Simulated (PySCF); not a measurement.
**CoF: from constants to spectrum**

PBE0 constants of CoF, ³Δ (triplet), unpaired electrons σ ↑, δ ↑, a second solution, started from another occupation (PySCF, no relativity, basis sets Co def2-TZVP, F def2-TZVP; masses 58.9332 and 18.9984 u):

* ωe: 585.0 cm⁻¹
* ωexe: 3.2 cm⁻¹
* Be: 0.36516 cm⁻¹
* αe: 0.00306 cm⁻¹

Question: What force constant and bond length do these constants imply?

Answer: Reduced mass μred = 14.367 u; k = 5.8918×10⁻⁷·μred·ωe² (u, cm⁻¹, mdyn/Å) = 2.90 mdyn/Å; Re = √(16.8576/(μred·Be)) (u, cm⁻¹, Å) = 1.793 Å.

Question: Estimate the centrifugal constant D from the Kratzer relation and find the Dunham coefficient a1.

Answer: D = 4Be³/ωe² = 5.69e-07 cm⁻¹; a1 = −1 − αeωe/(6Be²) = -3.24.

De is left out where the level can put another filling of the metal’s s and d shells below the measured ground configuration, by anything from nothing to about 1 eV.
